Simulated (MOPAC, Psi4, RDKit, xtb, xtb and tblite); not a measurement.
Two geometries of C₆H₁₀, SMILES C=CCCC=C, relaxed at GFN2-xTB with one dihedral held; other torsions can differ between them too.

Structure A

```
16

C     -2.4585     0.7695    -0.5587
C     -1.3689     0.4048     0.0901
C     -0.7375    -0.9494    -0.0099
C      0.7815    -0.8940     0.1987
C      1.1333    -0.4585     1.5848
C      1.8725     0.5948     1.8769
H     -2.8950     1.7464    -0.4395
H     -2.9585     0.1060    -1.2462
H     -0.8884     1.0862     0.7800
H     -1.1722    -1.5948     0.7616
H     -0.9664    -1.3970    -0.9792
H      1.2269    -0.2145    -0.5307
H      1.1929    -1.8937     0.0277
H      0.7264    -1.0747     2.3773
H      2.2867     1.2266     1.1076
H      2.1012     0.8707     2.8926
```

Structure B

```
16

C     -2.4512     0.7690    -0.5708
C     -1.3656     0.4009     0.0821
C     -0.7488    -0.9584    -0.0002
C      0.6940    -0.8828    -0.5270
C      1.5934    -0.1620     0.4248
C      2.2795     0.9264     0.1322
H     -2.8594     1.7622    -0.4893
H     -2.9851     0.0868    -1.2129
H     -0.8426     1.1041     0.7175
H     -0.7368    -1.4104     0.9962
H     -1.3431    -1.5960    -0.6575
H      0.6998    -0.3839    -1.4979
H      1.0664    -1.9027    -0.6630
H      1.6531    -0.5933     1.4167
H      2.2343     1.3774    -0.8458
H      2.9171     1.4125     0.8512
```

**Question.** Which is lower in energy at the level Psi4 1.11 with PBE0-D3(BJ)/def2-TZVP // GFN2-xTB, and by how much?

**Answer.** B is lower, by 0.74 kcal/mol (dihedral C1–C2–C3–C4: 150° in A, 120° in B).

E(B) − E(A) in kcal/mol at the other levels, on the same two geometries: GFN2-xTB (xtb and tblite) -0.46; MMFF94 // GFN2-xTB (RDKit) -1.24; PBE0/def2-TZVP // GFN2-xTB (Psi4) -0.70; PBE/def2-TZVP // GFN2-xTB (Psi4) -0.69; PBE-D3(BJ)/def2-TZVP // GFN2-xTB (Psi4) -0.72; UFF // GFN2-xTB (RDKit) -0.40; PM7, restricted, heats of formation // GFN2-xTB (MOPAC) 0.11; AM1, restricted, heats of formation // GFN2-xTB (MOPAC) 0.09; GFN1-xTB // GFN2-xTB (xtb) -0.49.
